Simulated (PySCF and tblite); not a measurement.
Results of a calculation; reference values are marked as such.
## Conformer ensemble of C₆H₉F₃S₂, numbered as in [CH3:1][C@:2]1([C:3]([F:4])([F:5])[F:6])[CH2:7][CH2:8][S:9][CH2:10][S:11]1

Free energies: PBE0-D3(BJ)/6-31G* on GFN2-xTB structures plus GFN2-xTB thermal terms, symmetry and mirror images included. Conformers within 2.5 kcal/mol (GFN2-xTB free energy) were kept, 4 at most. GIAO shieldings: PBE0/6-31G*. Shifts are against TMS (¹H), TMS (¹³C), CFCl3 (¹⁹F) at the same level; of two unlike H on one atom, a is the less shielded. Programs: PySCF with density fitting and tblite.

The 6-ring runs over atoms 2–7–8–9–10–11.

| conformer | shape | symmetry | E(GFN2) kcal/mol | E(DFT) kcal/mol | G(298.15 K) kcal/mol | weight % | dipole D |
| --- | --- | --- | --- | --- | --- | --- | --- |
| 1 | 6-ring chair (C3 axial) | C1 | 0.00 | 0.00 | 0.00 | 94.6 | 1.46 |
| 2 | 6-ring chair (C1 axial) | C1 | 0.51 | 2.26 | 1.99 | 3.3 | 2.92 |
| 3 | 6-ring twist-boat (ring torsions -82, 37, 35, -68, 30, 39°) | C1 | 1.60 | 2.56 | 2.24 | 2.1 | 1.81 |

Weights (%) against temperature:

| T (K) | 1 | 2 | 3 | S(mix) cal/mol/K |
| --- | --- | --- | --- | --- |
| 250 | 97.3 | 1.7 | 1.0 | 0.28 |
| 298.15 | 94.6 | 3.3 | 2.1 | 0.49 |
| 350 | 90.8 | 5.4 | 3.8 | 0.73 |

Averaged shifts at 298.15 K. ¹H: 4.37 (H10a, 1H), 3.29 (H8a, 1H), 3.11 (H10b, 1H), 2.51 (H7a, 1H), 2.50 (H8b, 1H), 2.01 (H7b, 1H), 1.33 (H1, 3H) ppm. ¹³C: 130.2 (C3), 48.5 (C2), 36.9 (C10), 34.5 (C7), 29.0 (C8), 24.5 (C1) ppm. ¹⁹F: -87.0 (F4/F5/F6) ppm.

Coordinates of conformer 1 (Å):

```xyz
20

C     2.001   -0.937   -0.018
C     0.688   -0.149   -0.062
C     0.993    1.261    0.452
F    -0.032    2.125    0.374
F     2.007    1.836   -0.204
F     1.347    1.237    1.752
C    -0.363   -0.859    0.800
C    -1.776   -0.290    0.785
S    -2.589   -0.531   -0.827
C    -1.491    0.533   -1.787
S     0.224   -0.068   -1.849
H     2.375   -0.992    1.003
H     1.832   -1.943   -0.391
H     2.750   -0.459   -0.645
H    -0.410   -1.897    0.462
H    -0.001   -0.856    1.833
H    -1.811    0.771    1.029
H    -2.392   -0.835    1.499
H    -1.837    0.517   -2.817
H    -1.521    1.545   -1.390
```

Coordinates of conformer 2 (Å):

```xyz
20

C    -0.729    0.831    1.229
C    -0.654    0.102   -0.109
C    -2.087   -0.204   -0.558
F    -2.149   -0.845   -1.730
F    -2.843    0.893   -0.674
F    -2.714   -0.997    0.333
C     0.106   -1.229   -0.057
C     1.565   -1.122    0.358
S     2.589   -0.317   -0.916
C     1.752    1.285   -0.915
S     0.014    1.210   -1.437
H    -1.186    0.186    1.978
H     0.259    1.118    1.576
H    -1.332    1.731    1.125
H    -0.409   -1.882    0.655
H     0.056   -1.697   -1.044
H     1.988   -2.119    0.470
H     1.692   -0.579    1.295
H     1.825    1.737    0.072
H     2.251    1.909   -1.652
```

Unscaled ¹⁹F shifts at such levels can be off by tens of ppm; differences between conformers or isomers are more reliable. Shifts are unscaled: against experiment ¹³C can be off by 15 ppm or more and ¹H by 0.8 ppm.

Search and properties took 110 s on 1 thread of Arm Neoverse V1, shared host (rough), launched as `OMP_NUM_THREADS=1 python ens_run.py task.json out`.


Conformer gaps in 6-31G* on xTB geometries can be 2 kcal/mol off for S=O, P=O and other polar bonds.